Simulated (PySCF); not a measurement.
Molfile (atoms numbered from 1):
```
CH4BClO
     RDKit          3D

  8  7  0  0  0  0  0  0  0  0999 V2000
   -0.4178    0.5542    1.1835 C   0  0  0  0  0  0  0  0  0  0  0  0
    1.0139    1.1965    1.1681 B   0  0  0  0  0  0  0  0  0  0  0  0
    2.1571    0.5324    0.9093 O   0  0  0  0  0  0  0  0  0  0  0  0
    1.2028    2.9205    1.5390 Cl  0  0  0  0  0  0  0  0  0  0  0  0
   -1.1312    1.1723    0.6176 H   0  0  0  0  0  0  0  0  0  0  0  0
   -0.4499   -0.4727    0.7876 H   0  0  0  0  0  0  0  0  0  0  0  0
   -0.7905    0.5296    2.2216 H   0  0  0  0  0  0  0  0  0  0  0  0
    2.0073   -0.3969    0.7078 H   0  0  0  0  0  0  0  0  0  0  0  0
  1  2  1  0
  2  3  1  0
  2  4  1  0
  1  5  1  0
  1  6  1  0
  1  7  1  0
  3  8  1  0
M  END
```

Geometry: PBE0-D3(BJ)/def2-SVP; GIAO shifts from PySCF, gas phase, non-relativistic, averaged over equivalent atoms.

At B3LYP/pcSseg-2 (207 basis functions, 19 s wall time on 1 thread of an Arm Neoverse V2, shared host):
```tsv
atoms	δ (ppm)
C1	7.4
B2	47.2
O3	182.0
Cl4	133.9
H8	5.02
H5/H6/H7	0.67
```

δ = σ(ref) − σ, references computed at the same level: TMS for ¹³C (σref 179.19) and ¹H (σref 31.39); ¹¹B (σref 96.39) vs BF3·OEt2; ¹⁷O (σref 325.85) against H2O; ³⁵Cl (σref 927.31) vs HCl.

Q: What do these become at BLYP/pcSseg-2?

A: 
| atoms | δ at BLYP/pcSseg-2 | change |
| --- | --- | --- |
| C1 | 7.3 | -0.1 |
| B2 | 46.5 | -0.7 |
| O3 | 191.8 | +9.8 |
| Cl4 | 147.3 | +13.4 |
| H8 | 5.08 | +0.06 |
| H5/H6/H7 | 0.68 | +0.01 |

Referencing at the same level of theory: TMS for ¹³C (175.01 ppm) and ¹H (31.38 ppm); ¹¹B (91.12 ppm) vs BF3·OEt2; ¹⁷O (325.17 ppm) vs H2O; ³⁵Cl (920.16 ppm) against HCl.

The largest change is at Cl4 (chlorine bonded to B). Cost: 207 basis functions, 19 s wall time on 1 thread of an Arm Neoverse V2, shared host.

A carbon bonded to boron is broadened by the quadrupolar boron nucleus and is often missing from a measured spectrum. Experimental scales use liquid or dissolved standards, which lie at an offset from isolated H2O (liquid H2O: subtract about 36 ppm).
